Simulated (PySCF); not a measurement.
**Question.** Write Cartesian coordinates for `CS[SiH2]/C=C(\[SiH3])C#N` as optimised with PBE0-D3(BJ)/def2-SVP.

**Answer.** 
```
atom  x, y, z in Å
C1    -3.8111   -0.2956   -0.3173
S2    -2.3997   -1.4272   -0.1030
Si3   -0.7882   -0.0401   -0.2958
C4     0.7459   -1.0979   -0.0216
C5     2.0360   -0.6926   -0.0761
Si6    2.5890    1.0794   -0.4609
C7     3.0945   -1.6278    0.1565
N8     3.9912   -2.3431    0.3368
H9    -4.7197   -0.8990   -0.1923
H10   -3.8190    0.1505   -1.3218
H11   -3.8084    0.4973    0.4442
H12   -0.8899    1.0501    0.7237
H13   -0.7736    0.5991   -1.6479
H14    0.5632   -2.1575    0.2070
H15    1.3630    1.9176   -0.5979
H16    3.3658    1.0898   -1.7332
H17    3.4405    1.5848    0.6529
```

Orientation and origin are arbitrary. Atoms count from 1 in this order. The 8 heavy atoms lie in one plane (0.020 Å rms). Of the pairs four or more bonds apart, Si3···H15 is among the closest relative to their van der Waals radii: 2.92 Å, 89 % of the sum of Bondi's values. Si6 (SiH3 silicon) is tetrahedral (angles from 107.7° to 110.4°). The C–C distances run from 1.353 Å (C4=C5, drawn double) to 1.431 Å (C5–C7, drawn single), a spread of 0.078 Å.

Bonds between heavy atoms (Å): C1–S2 1.822, S2–Si3 2.135, Si3–C4 1.884, C4=C5 1.353, C5–Si6 1.896, C5–C7 1.431, C7≡N8 1.161.

Theory: PySCF 2.14.0, PBE0-D3(BJ)/def2-SVP geometry optimisation, gas phase.

Point group: near Cs, missed by 0.15 Å at most; the miss may be what the optimiser left on a soft mode. PBE0-D3(BJ)/def2-SVP frequencies: not computed here. The numbers are those of one conformer (C1–S2–Si3–C4 178°, S2–Si3–C4–C5 178°).
